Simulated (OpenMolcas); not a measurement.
**Lines of neutral bromine: computed and rescaled rates**

```json
{"Program": "OpenMolcas 26.06", "Method": "MS-RASPT2, IPEA 0.25 Eh, imaginary shift 0.1 Eh (closed shells correlated: 3d 4s)", "Basis": "ANO-RCC [9s8p6d4f2g]", "Scalar Hamiltonian": "DKH2, point nucleus", "Active space": "5 electrons in 9 orbitals (RAS2 4p; RAS3 4d 5s, at most 1 electron)", "State averaging": "2S+1 = 2 odd, 3 roots; 2S+1 = 4 even, 18 roots; 2S+1 = 2 even, 12 roots", "Spin-orbit coupling": "state interaction with AMFI integrals over the reference wave functions, term energies averaged over their components"}
```

Rates come from the transition moments of the reference wave functions (E1 and E2 in the length form). At fixed line strength A goes as λ^-3 for E1 and M1 and as λ^-5 for E2, so a rate at the computed wavelength can be rescaled to the measured one. Measured vacuum wavelengths follow from level energies in NIST Handbook of Basic Atomic Spectroscopic Data. Branching counts decays inside the model space alone, at computed energies, and the table is only a selection of the E1 lines, drawn from those between levels with measured partners whose computed energy lies within a factor of 1.5 of the measured one.

```tsv
Upper	Lower	Type	λ computed (nm)	λ measured (nm)	A computed (s-1)	A rescaled (s-1)	Branching %
4s² 4p⁴ 5s ⁴P_3/2 [65 %]	4s² 4p⁵ ²P°_1/2	E1	183.7	163.3	1.06e+07		6.6
4s² 4p⁴ 5s ⁴P_1/2	4s² 4p⁵ ²P°_1/2	E1	178.3	158.2	1.35e+07		100.0
4s² 4p⁴ 5s ⁴P_5/2	4s² 4p⁵ ²P°_3/2	E1	177.5	157.6	2.77e+06		100.0
4s² 4p⁴ 5s ²P_3/2 [64 %]	4s² 4p⁵ ²P°_1/2	E1	176.6	157.5	3.40e+07	4.79e+07	10.0
4s² 4p⁴ 5s ⁴P_3/2 [65 %]	4s² 4p⁵ ²P°_3/2	E1	172.9	154.1	1.48e+08		93.4
4s² 4p⁴ 5s ²P_1/2	4s² 4p⁵ ²P°_1/2	E1	170.8	153.2	2.76e+08	3.82e+08	52.3
4s² 4p⁴ 5s ²P_3/2 [64 %]	4s² 4p⁵ ²P°_3/2	E1	166.6	148.8	3.06e+08	4.29e+08	90.0
4s² 4p⁴ 5s ²P_1/2	4s² 4p⁵ ²P°_3/2	E1	161.4	145	2.52e+08	3.48e+08	47.7
4s² 4p⁴ 5s ²D_3/2	4s² 4p⁵ ²P°_1/2	E1	152.7	138.5	2.29e+08	3.07e+08	98.0
4s² 4p⁴ 5s ²D_5/2	4s² 4p⁵ ²P°_3/2	E1	145.1	131.8	2.51e+08	3.35e+08	100.0
4s² 4p⁴ 5s ²D_3/2	4s² 4p⁵ ²P°_3/2	E1	145.1	131.7	4.63e+06	6.19e+06	2.0
```

Spin-changing lines and M1 lines between different terms are not rescaled, since their strength hangs on the term gaps too.

The largest correction is for 4s² 4p⁴ 5s ²P_3/2 [64 %] → 4s² 4p⁵ ²P°_1/2 (E1): 3.40e+07 × (176.6 / 157.5)^3 = 4.79e+07 s-1, a factor of 1.41.

No measured rate stands beside these. Rescaling mends the energy factor alone: line strengths can still be far off where a level mixes with configurations outside the active space, and weak or spin-changing lines hang on small mixing coefficients that depend on the term gaps too, so rescaling need not improve them.

Term energies are means over components that CASPT2 splits; among the terms shown or strongly mixed into the levels shown the widest spread is 79 cm-1 (4s² 4p⁴ 5s ²D). ANO sets are built for valence states and can reach diffuse excited orbitals poorly, and with the s shell closed the s pⁿ⁺¹ terms that mix with these levels are absent. Computed and measured levels are paired by configuration, term and J; levels that our copy of the source lacks, or whose pairing is in doubt (as where it misses far off the trend of its configuration), stay unpaired. Levels of configurations outside the active space are missing.

A share in square brackets marks a mixed level and gives the weight of the term that names it. ° marks odd parity.
